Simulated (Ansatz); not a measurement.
Species: Al$_{2}$, net charge 0, triplet state. 
Geometry from a B3LYP-D3(BJ)/def2-TZVP (Ansatz, a first-principles code) optimisation:
```
Al
Al 1 2.7553
```
Charge 0, spin multiplicity 3.

Basis-set convergence of Hartree-Fock and MP2 correlation energies (hartree) with Ansatz. Cores are frozen in the correlated levels unless marked. UHF or UKS for open shells. No spin-orbit coupling. Non-relativistic.

```
basis        functions       E(HF)  E(corr, MP2)
-----------  ---------  ----------  ------------
def2-SVPD           48  -483.61005      -0.07799
def2-TZVPPD         96  -483.77862      -0.09119
def2-QZVPPD        152  -483.79102      -0.09740
```

Extrapolating the two largest sets (X = 3 and 4) as X^-3: E(corr) = (64·(-0.09740) - 27·(-0.09119))/37 = -0.1019 Eh, an estimate of the basis-set limit. The largest set recovers 95.6 % of it, the smallest 76.5 %.
